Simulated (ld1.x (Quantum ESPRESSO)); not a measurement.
# LDA (PZ) TM dataset for Er (Z = 68), scalar-relativistic all-electron reference.

Input for ld1.x (Quantum ESPRESSO) 7.5:

```
&input
   title='Er', zed=68., rel=1, dft='PZ', iswitch=3,
   config='[Xe] 4f12 5d0 6s1.75 6p0.25',
   nld=4, rlderiv=3.55, eminld=-4.0, emaxld=5.0, deld=0.02
 /
 &inputp
   pseudotype=2, tm=.true., lloc=-1, rcloc=1.40,
   nlcc=.false.,
   file_pseudopw='Er.UPF', file_wfcaegen='ae.wfc', file_wfcncgen='nc.wfc', file_beta='beta', file_chi='chi'
 /
4
6S  1  0   1.75   0.00  3.15  3.15  0.0
5P  2  1   6.00   0.00  2.50  2.50  0.0
5D  3  2   0.00   0.00  3.25  3.25  0.0
4F  4  3  12.00   0.00  1.00  1.00  0.0
 &test
   configts(1)='4f12 5p6 5d0 6s1.75 6p0.25'
 /
```

Command:

```bash
ld1.x < Er.in > Er.out
```

The program printed (shortened: banner, matrices, multipoles, cross overlaps and the repeated all-electron block are left out):

```
Program LD1 v.7.5
     --------------------------- All-electron run ----------------------------

     Er
     scalar relativistic calculation

     atomic number is 68.00
     dft =PZ   lsd =0 sic =0 latt =0  beta=0.20 tr2=1.0E-14
     Exchange-correlation= PZ
                           (   1   1   0   0   0   0   0)
     mesh =1267 r(mesh) = 100.03222 a.u. xmin = -7.00 dx = 0.01250
     1 Ry =  13.60569312 eV, c = 137.03599908

     n l     nl                  e(Ry)          e(Ha)          e(eV)
     1 0     1S 1( 2.00)     -4213.3738     -2106.6869    -57325.8703
     2 0     2S 1( 2.00)      -707.9358      -353.9679     -9631.9573
     2 1     2P 1( 6.00)      -626.3837      -313.1918     -8522.3844
     3 0     3S 1( 2.00)      -158.6026       -79.3013     -2157.8988
     3 1     3P 1( 6.00)      -133.7985       -66.8992     -1820.4211
     4 0     4S 1( 2.00)       -31.2641       -15.6321      -425.3700
     4 1     4P 1( 6.00)       -23.1025       -11.5512      -314.3250
     3 2     3D 1(10.00)      -102.6961       -51.3481     -1397.2521
     5 0     5S 1( 2.00)        -3.8532        -1.9266       -52.4254
     5 1     5P 1( 6.00)        -1.9792        -0.9896       -26.9289
     4 2     4D 1(10.00)       -12.1710        -6.0855      -165.5951
     4 3     4F 1(12.00)        -0.2757        -0.1379        -3.7516
     5 2     5D 1( 0.00)        -0.1007        -0.0503        -1.3701
     6 0     6S 1( 1.75)        -0.3109        -0.1555        -4.2302
     6 1     6P 1( 0.25)        -0.1014        -0.0507        -1.3800

     final scf error:  8.8E-15 reached in  31 iterations

     Etot =  -26156.172924 Ry,  -13078.086462 Ha, -355872.862078 eV

     Ekin =   28354.528604 Ry,   14177.264302 Ha,  385783.014828 eV
     Encl =  -64210.199365 Ry,  -32105.099683 Ha, -873624.267927 eV
     Eh   =   10238.203609 Ry,    5119.101804 Ha,  139297.856433 eV
     Exc  =    -538.705772 Ry,    -269.352886 Ha,   -7329.465412 eV

     normalization and overlap integrals

     s(1S/1S) =  1.000000  <r> =   0.0204  <r2> =    0.0006  r(max) =   0.0128
     s(2S/2S) =  1.000000  <r> =   0.0865  <r2> =    0.0088  r(max) =   0.0728
     s(2P/2P) =  1.000000  <r> =   0.0767  <r2> =    0.0072  r(max) =   0.0596
     s(3S/3S) =  1.000000  <r> =   0.2256  <r2> =    0.0581  r(max) =   0.2081
     s(3P/3P) =  1.000000  <r> =   0.2247  <r2> =    0.0585  r(max) =   0.2030
     s(4S/4S) =  1.000000  <r> =   0.5084  <r2> =    0.2919  r(max) =   0.4750
     s(4P/4P) =  1.000000  <r> =   0.5394  <r2> =    0.3312  r(max) =   0.4931
     s(3D/3D) =  1.000000  <r> =   0.2039  <r2> =    0.0488  r(max) =   0.1662
     s(5S/5S) =  1.000000  <r> =   1.2525  <r2> =    1.7696  r(max) =   1.1113
     s(5P/5P) =  1.000000  <r> =   1.4981  <r2> =    2.5651  r(max) =   1.2751
     s(4D/4D) =  1.000000  <r> =   0.5840  <r2> =    0.3963  r(max) =   0.5120
     s(4F/4F) =  1.000001  <r> =   0.8315  <r2> =    0.9717  r(max) =   0.5056
     s(5D/5D) =  1.000000  <r> =   3.4381  <r2> =   15.3514  r(max) =   2.1022
     s(6S/6S) =  1.000000  <r> =   3.9345  <r2> =   17.6824  r(max) =   3.2969
     s(6P/6P) =  1.000000  <r> =   5.7480  <r2> =   38.2399  r(max) =   4.6786

     ------------------------ End of All-electron run ------------------------

     --------------------- Generating NC pseudopotential ---------------------

      Generating local potential from pseudized AE potential:
      Matching radius rcloc =   1.4000

      Local pseudo, rcloc= 1.392 Estimated cut-off energy=    12.89 Ry

      Wfc   6S  rcut= 3.176  Using Troullier-Martins method

      Wfc   5P  rcut= 2.473  Using Troullier-Martins method

      Wfc   5D  rcut= 3.256  Using Troullier-Martins method

      Wfc   4F  rcut= 1.006  Using Troullier-Martins method

     ------------------- End of pseudopotential generation -------------------

     Computing logarithmic derivative in   3.53164
     Computing logarithmic derivative in   3.53164
     Computing the partial wave expansion
     R is outside the sphere for l=    0 j= 0.00
     R is outside the sphere for l=    1 j= 0.00
     R is outside the sphere for l=    2 j= 0.00
     R is outside the sphere for l=    3 j= 0.00

     ---------------------- Testing the pseudopotential ----------------------

     Er
     scalar relativistic calculation

     atomic number is 68.00   valence charge is 20.00
     dft =PZ   lsd =0 sic =0 latt =0  beta=0.20 tr2=1.0E-14
     mesh =1267 r(mesh) = 100.03222 xmin = -7.00 dx = 0.01250

     n l     nl             e AE (Ry)        e PS (Ry)    De AE-PS (Ry)
     4 3     4F   1(12.00)       -0.27574       -0.27569       -0.00005
     2 1     5P   1( 6.00)       -1.97924       -1.97924        0.00000
     3 2     5D   1( 0.00)       -0.10070       -0.10070       -0.00000
     1 0     6S   1( 1.75)       -0.31091       -0.31091        0.00000
     3 1     6P   1( 0.25)       -0.10143       -0.10418        0.00275

     eps = 5.9E-15  iter = 12

     Etot =  -26156.172924 Ry,  -13078.086462 Ha, -355872.862078 eV
     Etotps =  -313.437620 Ry,    -156.718810 Ha,   -4264.536067 eV

     Ekin =     472.375140 Ry,     236.187570 Ha,    6426.991197 eV
     Encl =    -804.495863 Ry,    -402.247932 Ha,  -10945.723833 eV
     Ehrt =     307.846365 Ry,     153.923182 Ha,    4188.463168 eV
     Ecxc =     -32.203848 Ry,     -16.101924 Ha,    -438.155671 eV
     Epseu=    -256.959414 Ry,    -128.479707 Ha,   -3496.110928 eV

     ---------------------- End of pseudopotential test ----------------------
```

Note: ghost state, extra bound levels that the all-electron valence spectrum of the same l lacks: s at -169.8 eV. A true bound ghost makes a file unfit for plane-wave use.

Generation and configuration tests took about 2.4 s on one core of a shared server CPU.

Transferability test of the new file with ld1.x, input:

```
&input
   title='Er', zed=68., rel=1, dft='PZ', iswitch=2,
   config='[Xe] 4f12 5d0 6s1.75 6p0.25'
 /
 &test
   file_pseudo='Er.UPF', nconf=10,
   configts(1)='4f12 5p6 5d0 6s1.75 6p0.25',
   configts(2)='4f12 5p6 5d0 6s2 6p0',
   configts(3)='4f12 5p6 5d0 6s1 6p0',
   configts(4)='4f12 5p6 5d0 6s0 6p0',
   configts(5)='4f11 5p6 5d0 6s0 6p0',
   configts(6)='4f12 5p6 5d1 6s0 6p0',
   configts(7)='4f10 5p6 5d0 6s0 6p0',
   configts(8)='4f13 5p6 5d0 6s0 6p0',
   configts(9)='4f12 5p6 5d0 6s1.75 6p0.25', lsdts(9)=1,
   configts(10)='4f12 5p6 5d0 6s2 6p0', lsdts(10)=1
 /
```

```bash
ld1.x < Er.test.in > Er.test.out
```

Pseudopotential blocks of its output, shortened (energy terms left out; the distinct warnings before each block abridged to one line each):

```
     ---------------------- Testing the pseudopotential ----------------------

     n l     nl             e AE (Ry)        e PS (Ry)    De AE-PS (Ry)
     4 3     4F   1(12.00)       -0.27574       -0.27569       -0.00005
     2 1     5P   1( 6.00)       -1.97924       -1.97924        0.00000
     3 2     5D   1( 0.00)       -0.10070       -0.10070       -0.00000
     1 0     6S   1( 1.75)       -0.31091       -0.31091        0.00000
     3 1     6P   1( 0.25)       -0.10143       -0.10418        0.00275

     eps = 7.1E-15  iter = 13

     Etot =  -26156.172924 Ry,  -13078.086462 Ha, -355872.862078 eV
     Etotps =  -313.437619 Ry,    -156.718810 Ha,   -4264.536061 eV

     ---------------------- End of pseudopotential test ----------------------

          ---------------------- Testing the pseudopotential ----------------------

     n l     nl             e AE (Ry)        e PS (Ry)    De AE-PS (Ry)
     4 3     4F   1(12.00)       -0.24649       -0.24983        0.00334
     2 1     5P   1( 6.00)       -1.94933       -1.95174        0.00241
     3 2     5D   1( 0.00)       -0.07944       -0.08051        0.00107
     1 0     6S   1( 2.00)       -0.29331       -0.29406        0.00075
     3 1     6P   1( 0.00)       -0.08701       -0.09029        0.00327

     eps = 5.8E-16  iter = 12

     Etot =  -26156.224843 Ry,  -13078.112421 Ha, -355873.568468 eV
     Etotps =  -313.488899 Ry,    -156.744450 Ha,   -4265.233762 eV
     dEtot_ae =      -0.051919 Ry
     dEtot_ps =      -0.051280 Ry,   Delta E=      -0.000639 Ry

     ---------------------- End of pseudopotential test ----------------------

          ---------------------- Testing the pseudopotential ----------------------

     n l     nl             e AE (Ry)        e PS (Ry)    De AE-PS (Ry)
     4 3     4F   1(12.00)       -0.73665       -0.73085       -0.00580  !
     2 1     5P   1( 6.00)       -2.44328       -2.43960       -0.00368
     3 2     5D   1( 0.00)       -0.51046       -0.50929       -0.00117
     1 0     6S   1( 1.00)       -0.68626       -0.68634        0.00008
     3 1     6P   1( 0.00)       -0.41322       -0.41872        0.00550  !

     eps = 1.1E-15  iter = 17

     Etot =  -26155.739420 Ry,  -13077.869710 Ha, -355866.963953 eV
     Etotps =  -313.002922 Ry,    -156.501461 Ha,   -4258.621697 eV
     dEtot_ae =       0.433504 Ry
     dEtot_ps =       0.434698 Ry,   Delta E=      -0.001194 Ry

     ---------------------- End of pseudopotential test ----------------------

          Warning: n=1, l=0 expected 0 nodes, found 1
     ---------------------- Testing the pseudopotential ----------------------

     n l     nl             e AE (Ry)        e PS (Ry)    De AE-PS (Ry)
     4 3     4F   1(12.00)       -1.30479       -1.29169       -0.01310  !
     2 1     5P   1( 6.00)       -3.01475       -3.00940       -0.00535  !
     3 2     5D   1( 0.00)       -1.00428       -1.00365       -0.00063
     1 0     6S   1( 0.00)       -1.09439       -1.09439        0.00000
     3 1     6P   1( 0.00)       -0.74551       -0.75730        0.01180  !

     eps = 7.1E-15  iter =  9

     Etot =  -26154.845200 Ry,  -13077.422600 Ha, -355854.797475 eV
     Etotps =  -312.106949 Ry,    -156.053474 Ha,   -4246.431364 eV
     dEtot_ae =       1.327724 Ry
     dEtot_ps =       1.330671 Ry,   Delta E=      -0.002947 Ry

     ---------------------- End of pseudopotential test ----------------------

          ---------------------- Testing the pseudopotential ----------------------

     n l     nl             e AE (Ry)        e PS (Ry)    De AE-PS (Ry)
     4 3     4F   1(11.00)       -2.63041       -2.61903       -0.01138  !
     2 1     5P   1( 6.00)       -4.08935       -4.08676       -0.00259
     3 2     5D   1( 0.00)       -1.85233       -1.83358       -0.01874  !
     1 0     6S   1( 0.00)       -1.73899       -1.73899        0.00000
     3 1     6P   1( 0.00)       -1.29052       -1.32477        0.03424  !

     eps = 5.8E-15  iter = 19

     Etot =  -26152.893934 Ry,  -13076.446967 Ha, -355828.249144 eV
     Etotps =  -310.170897 Ry,    -155.085448 Ha,   -4220.090037 eV
     dEtot_ae =       3.278990 Ry
     dEtot_ps =       3.266723 Ry,   Delta E=       0.012268 Ry

     ---------------------- End of pseudopotential test ----------------------

          ---------------------- Testing the pseudopotential ----------------------

     n l     nl             e AE (Ry)        e PS (Ry)    De AE-PS (Ry)
     4 3     4F   1(12.00)       -0.62270       -0.61710       -0.00561  !
     2 1     5P   1( 6.00)       -2.32823       -2.32608       -0.00215
     3 2     5D   1( 1.00)       -0.43689       -0.43818        0.00128
     1 0     6S   1( 0.00)       -0.63346       -0.63514        0.00168
     3 1     6P   1( 0.00)       -0.37632       -0.38156        0.00524  !

     eps = 8.7E-16  iter =  9

     Etot =  -26155.552595 Ry,  -13077.776298 Ha, -355864.422071 eV
     Etotps =  -312.815268 Ry,    -156.407634 Ha,   -4256.068544 eV
     dEtot_ae =       0.620329 Ry
     dEtot_ps =       0.622351 Ry,   Delta E=      -0.002022 Ry

     ---------------------- End of pseudopotential test ----------------------

          ---------------------- Testing the pseudopotential ----------------------

     n l     nl             e AE (Ry)        e PS (Ry)    De AE-PS (Ry)
     4 3     4F   1(10.00)       -4.15757       -4.14372       -0.01385  !
     2 1     5P   1( 6.00)       -5.27463       -5.28150        0.00687  !
     3 2     5D   1( 0.00)       -2.82339       -2.77258       -0.05081  !
     1 0     6S   1( 0.00)       -2.46575       -2.46575        0.00000
     3 1     6P   1( 0.00)       -1.92524       -2.01483        0.08960  !

     eps = 7.0E-15  iter = 18

     Etot =  -26149.511848 Ry,  -13074.755924 Ha, -355782.233515 eV
     Etotps =  -306.803589 Ry,    -153.401794 Ha,   -4174.275475 eV
     dEtot_ae =       6.661077 Ry
     dEtot_ps =       6.634031 Ry,   Delta E=       0.027046 Ry

     ---------------------- End of pseudopotential test ----------------------

          ---------------------- Testing the pseudopotential ----------------------

     n l     nl             e AE (Ry)        e PS (Ry)    De AE-PS (Ry)
     4 3     4F   1(13.00)       -0.28516       -0.28147       -0.00368
     2 1     5P   1( 6.00)       -2.12730       -2.12989        0.00259
     3 2     5D   1( 0.00)       -0.34733       -0.35595        0.00862  !
     1 0     6S   1( 0.00)       -0.57013       -0.58168        0.01155  !
     3 1     6P   1( 0.00)       -0.33007       -0.33774        0.00767  !

     eps = 9.8E-15  iter = 19

     Etot =  -26155.606494 Ry,  -13077.803247 Ha, -355865.155398 eV
     Etotps =  -312.855542 Ry,    -156.427771 Ha,   -4256.616500 eV
     dEtot_ae =       0.566431 Ry
     dEtot_ps =       0.582077 Ry,   Delta E=      -0.015646 Ry

     ---------------------- End of pseudopotential test ----------------------

          ---------------------- Testing the pseudopotential ----------------------

     n l     nl             e AE (Ry)        e PS (Ry)    De AE-PS (Ry)
     4 3     4F   1( 7.00)       -0.32345       -0.38946        0.06601  !
     2 1     5P   1( 3.00)       -1.99884       -2.01224        0.01340  !
     3 2     5D   1( 0.00)       -0.10896       -0.10863       -0.00034
     1 0     6S   1( 1.00)       -0.31897       -0.31740       -0.00157
     3 1     6P   1( 0.25)       -0.10730       -0.11091        0.00361
     4 3     4F   2( 5.00)       -0.21900       -0.15146       -0.06754  !
     2 1     5P   2( 3.00)       -1.95548       -1.94721       -0.00826  !
     3 2     5D   2( 0.00)       -0.08999       -0.09261        0.00262
     1 0     6S   2( 0.75)       -0.30050       -0.30342        0.00293
     3 1     6P   2( 0.00)       -0.09351       -0.09581        0.00230

     eps = 2.0E-15  iter = 22

     Etot =  -26156.227198 Ry,  -13078.113599 Ha, -355873.600517 eV
     Etotps =  -313.558197 Ry,    -156.779098 Ha,   -4266.176602 eV
     dEtot_ae =      -0.054274 Ry
     dEtot_ps =      -0.120578 Ry,   Delta E=       0.066303 Ry

     ---------------------- End of pseudopotential test ----------------------

          ---------------------- Testing the pseudopotential ----------------------

     n l     nl             e AE (Ry)        e PS (Ry)    De AE-PS (Ry)
     4 3     4F   1( 7.00)       -0.29531       -0.36604        0.07073  !
     2 1     5P   1( 3.00)       -1.96937       -1.98573        0.01637  !
     3 2     5D   1( 0.00)       -0.08345       -0.08419        0.00074
     1 0     6S   1( 1.00)       -0.29519       -0.29432       -0.00086
     3 1     6P   1( 0.00)       -0.08769       -0.09184        0.00415
     4 3     4F   2( 5.00)       -0.19151       -0.12796       -0.06355  !
     2 1     5P   2( 3.00)       -1.92801       -1.92284       -0.00518  !
     3 2     5D   2( 0.00)       -0.07559       -0.07957        0.00399
     1 0     6S   2( 1.00)       -0.29150       -0.29537        0.00388
     3 1     6P   2( 0.00)       -0.08640       -0.08935        0.00295

     eps = 6.5E-15  iter = 17

     Etot =  -26156.276781 Ry,  -13078.138390 Ha, -355874.275121 eV
     Etotps =  -313.607690 Ry,    -156.803845 Ha,   -4266.849988 eV
     dEtot_ae =      -0.103857 Ry
     dEtot_ps =      -0.170071 Ry,   Delta E=       0.066214 Ry

     ---------------------- End of pseudopotential test ----------------------
```
